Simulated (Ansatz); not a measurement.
A nudged elastic band was laid between two geometries of H3LiOSSi (7 atoms, charge 0, multiplicity 1).

Theory: Ansatz 0.2.0, RKS PBE0/6-31G*.

```yaml
movable_images: 7
climbing_image: yes
spring: 5.0 eV/Å²
optimiser: quadratic models (default)
start_path: IDPP
force_threshold: 0.05 eV/Å
iteration_limit: 60
end_points: relaxed
```

Image 0:

```xyz
7
Properties=species:S:1:pos:R:3
Li 0.743 1.422 -1.645
Si -0.596 -0.164 -0.380
O -1.625 -0.192 0.954
S 1.562 0.525 0.365
H -0.226 -1.623 -0.447
H -2.138 0.621 1.029
H 2.279 -0.589 0.124
```

Image 8:

```xyz
7
Properties=species:S:1:pos:R:3
Li 0.948 1.344 -1.703
Si -0.593 -0.137 -0.572
O -1.804 0.362 0.484
S 1.443 0.615 0.479
H -0.355 -1.597 -0.227
H -1.823 -0.107 1.328
H 2.185 -0.478 0.211
```

Q: What changes between the two ends?

A: No bond is made or broken. The dihedral S4–Si2–O3–H6 goes from 96 to -69°.

Q: What energy profile does the band end with?

A: It converged. The highest image is number 4 of 0 to 8, 0.167 eV above the first end and 0.197 eV above the last; the last end lies 0.030 eV below the first. A vibrational analysis at the climbing image gives one clearly imaginary mode, 420i cm⁻¹: a first-order saddle point.

| image | path coordinate (Å) | energy (eV) | dihedral S4–Si2–O3–H6 (°) |
| --- | --- | --- | --- |
| 0 | 0.00 | 0.000 | 96 |
| 1 | 0.29 | 0.008 | 88 |
| 2 | 0.57 | 0.043 | 71 |
| 3 | 0.86 | 0.117 | 45 |
| 4 | 1.14 | 0.167 | 15 |
| 5 | 1.41 | 0.118 | -13 |
| 6 | 1.67 | 0.032 | -38 |
| 7 | 1.93 | -0.017 | -57 |
| 8 | 2.20 | -0.030 | -69 |

Q: What is the geometry of the highest image?

A: 
```xyz
7
Properties=species:S:1:pos:R:3
Li 0.807 1.264 -1.848
Si -0.622 -0.224 -0.581
O -1.826 -0.126 0.596
S 1.320 0.684 0.408
H -0.166 -1.668 -0.490
H -1.639 0.452 1.343
H 2.126 -0.382 0.572
```

Q: What are the harmonic wavenumbers there?

A: 420i, 144, 186, 235, 293, 368, 471, 490, 694, 764, 852, 884, 2092, 2726, 3874 cm⁻¹.

Run time: 2.7 min on 1 thread of Intel(R) Xeon(R) Platinum 8488C (Sapphire Rapids) (shared host), peak memory 0.16 GiB.
